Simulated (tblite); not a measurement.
Compound: C3H7GeNO2.
Z-matrix (Å and degrees, GFN2-xTB geometry), rows numbered from 1:
```
C 
C   1  1.4846
O   2  1.1985  1  125.91
Ge  2  2.0389  1  116.68  3   177.25
N   4  1.8768  2  106.38  1  -111.60
C   5  1.3307  4  110.37  2    61.39
O   6  1.2159  5  119.99  4     1.70
H   1  1.0877  2  111.75  3     3.04
H   1  1.0893  2  109.08  3   125.91
H   1  1.0897  2  107.04  3  -118.06
H   4  1.5156  2  113.63  1   140.22
H   4  1.5112  2  119.32  1     7.01
H   5  1.0077  4  129.22  2  -113.60
H   6  1.1008  5  117.61  4  -178.51
```

Level: GFN2-xTB in tblite, geometry and Hessian alike; calculated harmonic values, unscaled, isolated species. This tight-binding method is rough: wavenumbers can miss measured ones by several per cent, in bad cases by 10 to 20. Modes of hydrogen on germanium can be 10 to 20 % off. One conformer, not necessarily the lowest.

Harmonic wavenumbers (cm⁻¹): 36.4, 89.6, 104.4, 157.3, 167.6, 221.1, 289.5, 306.3, 424.6, 441.7, 483.8, 536.3, 560.1, 613.5, 664.7, 758.2, 778.7, 935.1, 957.5, 979.2, 1108.4, 1121.4, 1302.9, 1347.5, 1368.7, 1423.4, 1426.4, 1692.8, 1763.3, 1868.0, 1948.8, 2827.9, 3003.4, 3012.4, 3037.5, 3444.6.

A = 2392, B = 1566, C = 1262 MHz; mass 162.969 u (most abundant isotopes); point group C1, symmetry number 1.

Task: What is the zero-point energy?

Result: Half the sum of the wavenumbers: 20602 cm⁻¹ = 246.45 kJ/mol.

Task: Entropy at 400 K, 1 bar (ideal gas, RRHO, classical rotation)?

Result: Translation 178.49, rotation 123.37, vibration 152.91: S = 454.8 J/(mol K).

Task: And Cp and H(400 K) − H(0)?

Result: Cp = 174.22 J/(mol K), of which vibrations give 140.96 (their classical limit is 36 R = 299.3); H(400 K) − H(0) = 44.18 kJ/mol without the zero-point energy, 30.88 from vibrations.

Task: Which modes carry the vibrational entropy at 400 K?

Result: 36.4 cm⁻¹: 25.22; 89.6 cm⁻¹: 17.76; 104.4 cm⁻¹: 16.51; 157.3 cm⁻¹: 13.16; 167.6 cm⁻¹: 12.65; 221.1 cm⁻¹: 10.43 J/(mol K); the other 30 give 57.18 together.

Task: How do the functions run with temperature in this model?

Result: 
| T (K) | S (J/(mol K)) | Cp (J/(mol K)) | H − H(0) (kJ/mol) | G − H(0) (kJ/mol) | ln q(vib) |
| --- | --- | --- | --- | --- | --- |
| 50 | 246.2 | 54.2 | 2.09 | -10.21 | 0.58 |
| 100 | 290.9 | 76.7 | 5.39 | -23.71 | 1.75 |
| 298.15 | 407.8 | 146.3 | 27.82 | -93.75 | 6.69 |
| 373.15 | 442.9 | 167.3 | 39.60 | -125.67 | 8.48 |
| 500 | 496.2 | 197.0 | 62.78 | -185.31 | 11.38 |
| 750 | 584.5 | 238.1 | 117.57 | -320.78 | 16.62 |
| 1000 | 656.8 | 264.5 | 180.62 | -476.23 | 21.31 |

q(vib) and H(0) count from the zero-point level.

Task: What must be added to the electronic energy to get the Gibbs energy at 400 K and 1 bar?

Result: ZPE + [H(400 K) − H(0)] − T·S = 246.45 + 44.18 − 181.91 = 108.72 kJ/mol.

Task: Blend soft modes into free rotors: weight 1/[1 + (100 cm⁻¹/ν̃)⁴] for the oscillator and the rest for a rotor with moment μB/(μ + B), μ = h/(8π²ν), B = 10⁻⁴⁴ kg m². What vibrational entropy results?

Result: 140.63 J/(mol K) in place of 152.91, which changes −T·S at 400 K by +4.91 kJ/mol.

Hindered rotation and anharmonicity are outside this model. Other conformers, if any are populated, would add a mixing term that is left out. The structure is chiral; the term R ln 2 for an equal mix with its mirror image is left out.
